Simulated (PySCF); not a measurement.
A PySCF script (with the pyscf-properties extension) for the NMR shieldings of SMILES C1C[C@@H](C(C)(C)C)N[SiH2]1, C$_{7}$H$_{17}$NSi, on a GFN2-xTB geometry:

```python
import basis_set_exchange as bse
import numpy as np
from pyscf import gto, dft
from pyscf.prop import nmr

atoms = """
C    -1.225963   -0.756772    1.418235
C    -1.156296    0.234863    0.254863
C    -1.571860    1.622259    0.762620
C    -2.137419   -0.185497   -0.843093
C     0.275282    0.317306   -0.331325
C     0.781984   -0.979865   -0.970617
C     2.294837   -0.865864   -1.151048
Si    2.849983    0.103618    0.382983
N     1.254836    0.646148    0.690817
H    -0.413039   -0.574766    2.116740
H    -2.171809   -0.647401    1.944413
H    -1.155922   -1.782154    1.065042
H    -1.423736    2.376071   -0.008280
H    -1.000815    1.908839    1.642551
H    -2.624206    1.619697    1.038448
H    -3.156791   -0.155553   -0.463909
H    -1.934165   -1.196802   -1.183557
H    -2.069262    0.487274   -1.695622
H     0.261198    1.102096   -1.108360
H     0.280820   -1.167821   -1.920927
H     0.574814   -1.809775   -0.295603
H     2.520198   -0.306591   -2.059507
H     2.747438   -1.848502   -1.262002
H     3.829811    1.147264    0.053738
H     3.325678   -0.720385    1.497840
H     1.023359    1.454927    1.241064
"""
names = dict.fromkeys(["C", "Si", "N", "H"], "pcSseg-1")
basis = {el: gto.basis.parse(bse.get_basis(n, elements=[el], fmt="nwchem")) for el, n in names.items()}
mol = gto.M(atom=atoms, basis=basis, charge=0, verbose=0)
mf = dft.RKS(mol, xc="PBE0")
mf.grids.level = 2
mf.grids.alignment = dft.numint.BLKSIZE   # the property module wants whole blocks of grid points
mf.conv_tol = 1e-9
mf.kernel()

calc = nmr.RKS(mf)   # GIAO
C = mf.mo_coeff
Co = C[:, mf.mo_occ > 0]
resp = mf.gen_response(singlet=True, hermi=2)
def vind(x):   # induced exchange potential for any number of trial vectors
    d = np.einsum("pi,xij,qj->xpq", C, 2 * x.reshape(-1, C.shape[1], Co.shape[1]), Co, optimize=True)
    return np.einsum("xpq,pi,qj->xij", resp(d - d.transpose(0, 2, 1)), C, Co, optimize=True).ravel()
mo1, _ = nmr.rhf.solve_mo1(calc, with_cphf=vind)
sigma = calc.kernel(mo1)
for i, s in enumerate(sigma):   # ppm
    print("%2d %-2s %9.2f" % (i, mol.atom_pure_symbol(i), np.trace(s) / 3))
```

**Question.** Give the expected output.

**Answer.** 
```
 0 C     165.67
 1 C     150.95
 2 C     154.94
 3 C     157.20
 4 C     115.42
 5 C     157.51
 6 C     175.55
 7 Si    375.94
 8 N     232.45
 9 H      30.00
10 H      31.28
11 H      31.02
12 H      30.93
13 H      30.60
14 H      30.87
15 H      30.85
16 H      30.76
17 H      30.85
18 H      28.78
19 H      29.79
20 H      30.44
21 H      30.65
22 H      30.62
23 H      26.70
24 H      26.77
25 H      31.62
```

These numbers come from an equivalent density-fitted implementation of the same equations, which agrees with the script to about 0.01 ppm for H and up to a few tenths of a ppm for heavy atoms, so last digits may differ.

**Question.** Turn these shieldings into chemical shifts. Scale: $^{13}$C (σref 186.93) and $^{29}$Si (σref 349.16) and $^{1}$H (σref 31.72) against TMS; NH3 for $^{15}$N (σref 267.73) (reference shieldings calculated alike).

**Answer.** Averaging equivalent atoms: C 4: 71.5; C 1: 36.0; C 5: 29.4; C 0/2/3: 27.7; C 6: 11.4; Si 7: -26.8; N 8: 35.3; H 23: 5.02; H 24: 4.95; H 18: 2.94; H 19: 1.93; H 20: 1.28; H 22: 1.10; H 21: 1.07; H 9/10/11/12/13/14/15/16/17: 0.92; H 25: 0.09 ppm. Experimental scales use liquid or dissolved standards, which lie at an offset from isolated NH3 (liquid NH3: subtract about 20 ppm).

Size and cost of the density-fitted run: 245 basis functions, 120 s wall time on 1 thread of an Arm Neoverse N1, shared host; peak memory 1.2 GiB.
